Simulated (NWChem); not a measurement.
## H4BClS in NWChem

```xyz
7

B     -0.9576    -0.1579     0.0000
H     -1.5778    -0.0018    -1.0309
H     -1.5778    -0.0018     1.0309
Cl     0.2020    -1.5655     0.0000
S      0.1514     1.5539     0.0000
H      1.0437     1.2722     0.9786
H      1.0437     1.2722    -0.9786
```
Charge 0, spin multiplicity 1.

The numbers come from NWChem runs, not from measurements. Structure: optimised with PBE0/def2-SVP, a minimum by its harmonic frequencies.

Symmetry labels belong to the abelian group Cs used in the runs, with the axes of the coordinates shown.

The Pople sets run with spherical d functions. The structure started from a generated list of species.

Problem. List the lowest 3 singlet excitations that TD-PBE/6-31+G* (spherical d) gives, with oscillator strengths.

Solution. 
| state | symmetry | energy (eV) | wavelength (nm) | f |
|---|---|---|---|---|
| 1 | a" | 4.84 | 256 | 0.001 |
| 2 | a' | 4.94 | 251 | 0.019 |
| 3 | a" | 5.23 | 237 | 0.000 |
